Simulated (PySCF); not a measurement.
Species: C7H13 (charge 0, doublet). It need not be the lowest isomer of its formula. SMILES: [CH](C(C)C)CC=C
Coordinates optimised at B3LYP-D3(BJ)/def2-TZVP (Ansatz):
```xyz
20

C     -1.5051    -1.1618    -0.6071
C     -1.0539     0.2955    -0.3975
C     -2.2610     1.2425    -0.4654
C     -0.3119     0.4587     0.8869
C      1.1739     0.6137     0.9312
C      1.8862    -0.6484     0.5094
C      2.6118    -0.7782    -0.5941
H     -0.6505    -1.8384    -0.6117
H     -2.0351    -1.2702    -1.5569
H     -2.1813    -1.4722     0.1934
H     -0.3726     0.5493    -1.2172
H     -2.9634     1.0267     0.3439
H     -1.9519     2.2845    -0.3711
H     -2.7947     1.1268    -1.4116
H     -0.8603     0.3183     1.8127
H      1.4881     1.4259     0.2641
H      1.4890     0.8857     1.9426
H      1.7454    -1.5064     1.1610
H      2.7652     0.0551    -1.2709
H      3.0816    -1.7168    -0.8591
```
Charge 0, spin multiplicity 2.

Dispersion corrections to the total energy (kcal/mol) from the dftd3 and dftd4 libraries through PySCF: D3(BJ) without and D4 with the three-body term, each with the damping fitted for the functional named.

```
functional  D3(BJ)      D4
----------  ------  ------
PBE0         -9.24       …
B2GP-PLYP    -5.64   -4.30
PBE         -10.75  -10.01
r2SCAN       -3.27       …
PW6B95       -5.12   -8.35
B3LYP            …  -15.72
LC-wPBE      -9.84  -10.98
```

Task: What belongs in the gaps?

Result: 
- PBE0, D4: -8.52
- r2SCAN, D4: -2.80
- B3LYP, D3(BJ): -17.71
